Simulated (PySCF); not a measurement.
FH3S3Si, SMILES F[Si](S)(S)S.

Geometry: r2SCAN-D4/def2-SVP. The structure was generated by enumeration, and PubChem lists no compound with its InChIKey, so it may never have been made. The values are those of a single conformer.

All values below come from PBE/def2-TZVP (PySCF).

Gas-phase values at a fixed geometry.

Computed frontier levels, gap, dipole moment and polarisability:
The highest occupied level is -6.78 eV. The lowest empty level is -1.12 eV and the orbital gap comes out as 5.66 eV. The dipole moment comes out as 0.45 D, the quadrupole, principal values (traceless, Buckingham form, about the centre of nuclear charge) is -7.40, 3.70, 3.70 D·Å and the mean static polarisability is 82.2 bohr³ (12.18 Å³). The polarisability, principal values is 63.5, 91.6, 91.6 bohr³.
